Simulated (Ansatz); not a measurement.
`[SiH3][AlH][S][SiH3]` + `[OH][Al]([F])[SH]` → `[F][Al]([SH])[O][SiH3]` + `[SiH3][AlH][SH]`  (ligand exchange at the Si–S bond)

Gas-phase electronic energies from Ansatz, PBE0-D4/def2-TZVP geometries. CBS: MP2 limit from def2 TZ/QZ plus the TZ coupled-cluster correction, frozen cores. DFT in def2-TZVPP. One conformer a species, not always the lowest.

```tsv
level	ΔE (kJ/mol)
ωB97X-V	-48.6
RPA@PBE/def2-TZVPP	-55.3
HF/def2-QZVPP	-79.6
MP2/def2-QZVPP	-45.2
```

(1) What does CCSD(T)/CBS give? (Best estimate.)

Largest T1 diagnostic among the species: 0.013.

Results:

(1) The calculation gave: -46.9 kJ/mol. The listed levels differ from it by -1.7, -8.4, -32.7, 1.7 kJ/mol.

From BLYP to BHLYP (50 % exact exchange), in def2-TZVPP and without D4, ΔE moves by −7.4 kJ/mol. At CCSD(T), def2-SVP lies −8.4 kJ/mol from the extrapolated value and def2-TZVPP −4.2 kJ/mol.
